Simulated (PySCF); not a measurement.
## Correlation energy of Ar(3+) (argon, charge +3)

[Ne] 3s2 3p3, high-spin 4S determinant. Computed with PySCF 2.14 in aug-cc-pVDZ-DK (5s4p2d, 27 functions), with scalar relativity by spin-free X2C-1e. Frozen: [Ne]; 5 electrons correlated.

MP2 pair energies summed by pair of shells (mhartree):

```csv
pair,energy,share (%)
3s-3p,-49.11,66.6
3p-3p,-17.73,24.0
3s-3s,-6.91,9.4
```

Total MP2 correlation energy: -73.75 mhartree.

Same-spin part -18.81 and opposite-spin part -54.94 mhartree; SCS-MP2 scales them by 1/3 and 6/5 to -72.20 mhartree.

```json
{"level": "CCSD", "correlation energy (mhartree)": "-92.61"}
{"level": "(T)", "correlation energy (mhartree)": "-0.78"}
{"level": "CCSD(T)", "correlation energy (mhartree)": "-93.39"}
```

Diagnostics: T1 = 0.0013, D1 = 0.0038, largest double amplitude 0.053.

Cost of the coupled-cluster step: 0.16 s of wall time on 1 thread of Neoverse-V1 (shared host), for 5 correlated electrons.

Iterations:

```
CC2 = 0
CCSD nocc = (np.int64(4), np.int64(1)), nmo = (22, 22)
frozen orbitals [[0, 1, 2, 3, 4], [0, 1, 2, 3, 4]]
max_cycle = 100
direct = 0
conv_tol = 1e-08
conv_tol_normt = 1e-06
diis_space = 8
diis_start_cycle = 0
Init t2, MP2 energy = -0.0737506874694895
Init E_corr(UCCSD) = -0.0737506874696329
cycle = 1  E_corr(UCCSD) = -0.0884861387081208  dE = -0.0147354512  norm(t1,t2) = 0.0336804
cycle = 2  E_corr(UCCSD) = -0.0915574083376589  dE = -0.00307126963  norm(t1,t2) = 0.00900742
cycle = 3  E_corr(UCCSD) = -0.0926298187795632  dE = -0.00107241044  norm(t1,t2) = 0.00290907
cycle = 4  E_corr(UCCSD) = -0.0926087596030353  dE = 2.10591765e-05  norm(t1,t2) = 0.000250582
cycle = 5  E_corr(UCCSD) = -0.0926089744434863  dE = -2.14840451e-07  norm(t1,t2) = 1.63445e-05
cycle = 6  E_corr(UCCSD) = -0.0926087213181909  dE = 2.53125295e-07  norm(t1,t2) = 2.19157e-06
cycle = 7  E_corr(UCCSD) = -0.0926088250548778  dE = -1.03736687e-07  norm(t1,t2) = 3.22838e-07
cycle = 8  E_corr(UCCSD) = -0.0926088077069804  dE = 1.73478973e-08  norm(t1,t2) = 6.5189e-08
cycle = 9  E_corr(UCCSD) = -0.0926088038726002  dE = 3.83438019e-09  norm(t1,t2) = 2.37676e-08
UCCSD converged
E(UCCSD) = -525.7470226643256  E_corr = -0.09260880387260025
UCCSD(T) correction = -0.000778229696648564
```
